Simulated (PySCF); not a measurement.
HgI (SMILES [I][Hg]), doublet, geometry from GFN2-xTB (such geometries of metal compounds can be far from the true shape) (the spin is typed, not shown lowest) (core potentials on Hg, I); R2SCAN/def2-SVP run with PySCF.

PySCF was given this input:
```python
from pyscf import gto, scf, dft

mol = gto.Mole()
mol.atom = '''
    Hg   -0.00000000   -0.00000000   -1.18466166
    I     0.00000000    0.00000000    1.78816854
'''
mol.basis = 'def2-svp'
mol.ecp = {'Hg': 'def2-svp', 'I': 'def2-svp'}
mol.spin = 1
mol.verbose = 4
mol.build()

mf = dft.UKS(mol)
mf.xc = 'r2scan'
mf.kernel()
```

Output, abridged:

```
PySCF version 2.14.0

[INPUT] verbose = 4
[INPUT] num. atoms = 2
[INPUT] num. electrons = 45
[INPUT] charge = 0
[INPUT] spin (= nelec alpha-beta = 2S) = 1
[INPUT] symmetry False subgroup None
[INPUT] Mole.unit = angstrom
[INPUT] Symbol           X                Y                Z      unit          X                Y                Z       unit  Magmom
[INPUT]  1 Hg     0.000000000000   0.000000000000  -1.184661660000 AA    0.000000000000   0.000000000000  -2.238686087673 Bohr   0.0
[INPUT]  2 I      0.000000000000   0.000000000000   1.788168540000 AA    0.000000000000   0.000000000000   3.379148805163 Bohr   0.0

nuclear repulsion = 89.0022596850638
number of shells = 22
number of NR pGTOs = 118
number of NR cGTOs = 58
basis = def2-svp
ecp = {'Hg': 'def2-svp', 'I': 'def2-svp'}

******** <class 'pyscf.dft.uks.UKS'> ********
method = UKS
initial guess = minao
damping factor = 0
level_shift factor = 0
DIIS = <class 'pyscf.scf.diis.CDIIS'>
diis_start_cycle = 1
diis_space = 8
diis_damp = 0
SCF conv_tol = 1e-09
SCF conv_tol_grad = None
SCF max_cycles = 50
direct_scf = True
direct_scf_tol = 1e-13
number electrons alpha = 23  beta = 22
XC library pyscf.dft.libxc version 7.1.2
    S. Lehtola, C. Steigemann, M. J. T. Oliveira, and M. A. L. Marques,  SoftwareX 7, 1–5 (2018)
XC functionals = r2scan
    J. W. Furness, A. D. Kaplan, J. Ning, J. P. Perdew, and J. Sun,  J. Phys. Chem. Lett. 11, 8208–8215 (2020)
    J. W. Furness, A. D. Kaplan, J. Ning, J. P. Perdew, and J. Sun,  J. Phys. Chem. Lett. 11, 9248–9248 (2020)
    J. W. Furness, A. D. Kaplan, J. Ning, J. P. Perdew, and J. Sun,  J. Phys. Chem. Lett. 11, 8208–8215 (2020)
    J. W. Furness, A. D. Kaplan, J. Ning, J. P. Perdew, and J. Sun,  J. Phys. Chem. Lett. 11, 9248–9248 (2020)
radial grids:
    Treutler-Ahlrichs [JCP 102, 346 (1995); DOI:10.1063/1.469408] (M4) radial grids

becke partition: Becke, JCP 88, 2547 (1988); DOI:10.1063/1.454033
pruning grids: <function nwchem_prune>
grids dens level: 3
symmetrized grids: False
atomic radii adjust function: <function treutler_atomic_radii_adjust>
small_rho_cutoff = 0
Set gradient conv threshold to 3.16228e-05
tot grids = 45704
init E= -408.258525370724

cycle= 1 E= -449.324138840585  delta_E= -41.1  |g|= 2.36  |ddm|=   13
cycle= 2 E= -445.587954776139  delta_E= 3.74  |g|= 2.58  |ddm|= 6.53
cycle= 3 E= -450.527390716336  delta_E= -4.94  |g|= 1.08  |ddm|= 4.58
cycle= 4 E= -451.336967662413  delta_E= -0.81  |g|= 0.307  |ddm|= 2.36
cycle= 5 E= -451.374718812172  delta_E= -0.0378  |g|= 0.14  |ddm|= 0.721
cycle= 6 E= -451.385372546127  delta_E= -0.0107  |g|= 0.0389  |ddm|= 0.172
cycle= 7 E= -451.386572041661  delta_E= -0.0012  |g|= 0.0211  |ddm|= 0.158
cycle= 8 E= -451.386925496819  delta_E= -0.000353  |g|= 0.00287  |ddm|= 0.0551
cycle= 9 E= -451.386931785685  delta_E= -6.29e-06  |g|= 0.00171  |ddm|= 0.00832
cycle= 10 E= -451.386934332121  delta_E= -2.55e-06  |g|= 0.000114  |ddm|= 0.0041
cycle= 11 E= -451.386934346334  delta_E= -1.42e-08  |g|= 5.04e-05  |ddm|= 0.000544
cycle= 12 E= -451.386934348657  delta_E= -2.32e-09  |g|= 7.45e-06  |ddm|= 0.000152
cycle= 13 E= -451.3869343487  delta_E= -4.32e-11  |g|= 1.49e-06  |ddm|= 2.36e-05
Extra cycle  E= -451.386934348696  delta_E= 3.75e-12  |g|= 2.69e-06  |ddm|= 9.99e-06
converged SCF energy = -451.386934348696  <S^2> = 0.756254  2S+1 = 2.0062443
```
